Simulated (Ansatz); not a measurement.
Stepwise reaction of `[Br][Mg][Br]` with water, as a gas-phase model of exchange steps in deposition or etching. ΔE in kJ/mol.

Calculated with Ansatz (gas phase, PBE0-D4/def2-TZVP geometries, no zero-point term in ΔE). CCSD(T)/CBS adds triple-zeta CCSD(T) − MP2 to the extrapolated MP2 energy (def2 sets, frozen cores). This one scheme is used for every species. DFT in def2-TZVPP. B3LYP here is the variant with VWN-RPA as its local correlation; programs differ in this. For Br, Mg outer-core shells are correlated without core-valence functions, which leaves a few kJ/mol of doubt a bond. Scalar relativity is left out up to krypton. Each species was taken in one conformer, which may not be the lowest.

```json
{"step": "1", "reaction": "`[Br][Mg][Br]` + H₂O → `[OH][Mg][Br]` + HBr", "PBE-D4": "87.6", "B3LYP-D4": "85.2", "ωB97M-V": "88.2", "CCSD(T)/CBS": "88.3"}
```

(1) Give the row of step 2, `[OH][Mg][Br]` + H₂O → `[OH][Mg][OH]` + HBr. (Estimate.)

(2) By hand: ΔE of the 2 steps together at CCSD(T)/CBS.

Results:

(1) The calculation gave: 
| step | reaction | PBE-D4 | B3LYP-D4 | ωB97M-V | CCSD(T)/CBS |
| --- | --- | --- | --- | --- | --- |
| 2 | `[OH][Mg][Br]` + H₂O → `[OH][Mg][OH]` + HBr | 90.4 | 89.7 | 93.9 | 93.5 |

(2) (88.3) + (93.5) = 181.8 kJ/mol, or 90.9 kJ/mol a step.

In ΔE each step is higher than the one before. All are uphill at CCSD(T)/CBS. PBE-D4 differs from CCSD(T)/CBS by -3.1 to -0.7 kJ/mol a step. Isolated molecules leave out the surface, adducts and barriers. Largest T1 diagnostic: 0.011.
